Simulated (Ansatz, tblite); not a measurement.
Cost and result up the ladder for cyclo-(H2SnO)4 (Sn4O4H8) (16 atoms). The state is a singlet with charge 0. Geometry: r2SCAN-D4/def2-SVP.

| atom | x (Å) | y (Å) | z (Å) |
| --- | --- | --- | --- |
| Sn1 | -0.163 | 2.052 | -1.128 |
| H2 | 0.702 | 3.158 | -2.108 |
| H3 | -1.782 | 2.445 | -0.740 |
| O4 | 0.029 | 0.296 | -2.036 |
| Sn5 | -1.100 | -1.289 | -1.624 |
| H6 | -0.076 | -2.661 | -1.616 |
| H7 | -2.440 | -1.316 | -2.692 |
| O8 | -1.864 | -0.861 | 0.158 |
| Sn9 | -0.882 | -1.112 | 1.869 |
| H10 | -1.257 | -2.658 | 2.508 |
| H11 | -1.214 | 0.245 | 2.858 |
| O12 | 1.017 | -1.232 | 1.296 |
| Sn13 | 2.145 | 0.350 | 0.883 |
| H14 | 2.999 | 0.813 | 2.295 |
| H15 | 3.070 | -0.025 | -0.507 |
| O16 | 0.815 | 1.795 | 0.582 |

Ansatz on 4 threads of Arm Neoverse V2 on a shared host; xTB runs through tblite on one thread. Times are rough, summed over both states, and most runs start from the orbitals of an earlier one. PBE0-D4/def2-TZVP serves as the yardstick here, not as an exact answer. The other state is a doublet.

In the def2 sets Sn takes a core potential; there is no spin–orbit coupling. The xTB rows come from tblite. HOMO above LUMO, or a gap near zero within one spin, warns that the state may not be the lowest or that an electron is smeared out.

Raw xTB energies of ions are shifted by several eV.

```
            level  functions  wall time  vertical IE (eV)  difference from PBE0-D4/def2-TZVP (eV)                                     remarks
         GFN2-xTB         60    0.027 s             13.93                                    4.48                                           –
         GFN1-xTB         68    0.031 s             14.12                                    4.66                                           –
 PBE-D4/def2-TZVP        372       36 s              8.76                                   -0.69  gap within one spin near zero (+1 doublet)
PBE0-D4/def2-TZVP        372    2.3 min              9.45                                    0.00                                           –
```
